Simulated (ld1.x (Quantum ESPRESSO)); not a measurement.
**Varying the PAW potential for manganese (Mn)**

Base potential:

- Element: Mn (Z = 25)
- Generator: ld1.x (Quantum ESPRESSO) 7.5
- Type: PAW
- Functional: BLYP
- Relativity: scalar-relativistic
- Frozen core: [Ar]
- Valence charge: 7
- Reference configuration: 3d5 4s1.5 4p0 (charge +0.5)
- Partial waves: 4s (bound): rcut 1.70, rcutus 2.20 bohr; 4s channel at 0.65 Ry: rcut 1.70, rcutus 2.20 bohr; 4p (bound, empty): rcut 2.10, rcutus 2.40 bohr; 4p channel at 2.15 Ry: rcut 2.10, rcutus 2.40 bohr; 3d (bound): rcut 1.35, rcutus 1.60 bohr; 3d channel at -0.3 Ry: rcut 1.35, rcutus 1.60 bohr
- Local potential: all-electron potential smoothed inside 1.85 bohr (lloc = -1)
- Core correction: Bessel-smoothed model core inside 1.65 bohr
- Augmentation charge: PSQ, radius 1.15 bohr

Cutoffs, loose and tight: the cutoffs (Ry, on a coarse ladder) from which the occupation-weighted sum of valence levels, in a spherical-Bessel basis at the reference potential, stays within 10 and 1 mRy of its value at 400 Ry. They do not see the model core or the augmentation charge, which bear on the density cutoff. Test errors are all-electron minus pseudo excitation energies from the reference, over the configurations 3d5 4s2 4p0; 3d5 4s1 4p0; 3d5 4s0 4p0; 3d3 4s0 4p0; 3d4 4s0 4p0; 3d6 4s0 4p0; 3d4 4s2 4p1. A dash means not determined; rows that change the core or the reference have their own tests.

| change | outcome | cutoff, loose | cutoff, tight | bound ghosts | largest test error (meV) |
| --- | --- | --- | --- | --- | --- |
| base | generated | 40 Ry | 70 Ry | none | -1884 |
| wave 3d channel at -0.3 Ry: rcut 1.35, rcutus 1.60 bohr becomes 3d channel at -0.63 Ry: rcut 1.35, rcutus 1.60 bohr | generated | 40 Ry | 70 Ry | none | -1860 |
| wave 3d channel at -0.3 Ry: rcut 1.35, rcutus 1.60 bohr becomes 3d channel at -0.58 Ry: rcut 1.35, rcutus 1.60 bohr | generated | 40 Ry | 70 Ry | none | -1865 |
| wave 3d channel at -0.3 Ry: rcut 1.35, rcutus 1.60 bohr becomes 3d channel at -0.42 Ry: rcut 1.35, rcutus 1.60 bohr | generated | 40 Ry | 70 Ry | none | -1877 |
| wave 3d channel at -0.3 Ry: rcut 1.35, rcutus 1.60 bohr becomes 3d channel at -0.05 Ry: rcut 1.35, rcutus 1.60 bohr | generated | 40 Ry | 70 Ry | none | -1891 |
| wave 3d channel at -0.3 Ry: rcut 1.35, rcutus 1.60 bohr becomes 3d channel at 0.57 Ry: rcut 1.35, rcutus 1.60 bohr | generated | 40 Ry | 70 Ry | none | -1890 |
| wave 3d channel at -0.3 Ry: rcut 1.35, rcutus 1.60 bohr becomes 3d channel at 0.97 Ry: rcut 1.35, rcutus 1.60 bohr | generated | 40 Ry | 70 Ry | none | -1886 |
| wave 3d channel at -0.3 Ry: rcut 1.35, rcutus 1.60 bohr becomes 3d channel at 2.57 Ry: rcut 1.35, rcutus 1.60 bohr | generated | 40 Ry | 70 Ry | none | -1868 |
| wave 3d channel at -0.3 Ry: rcut 1.35, rcutus 1.60 bohr becomes 3d channel at 6.32 Ry: rcut 1.35, rcutus 1.60 bohr | generated | 40 Ry | 70 Ry | none | -1886 |
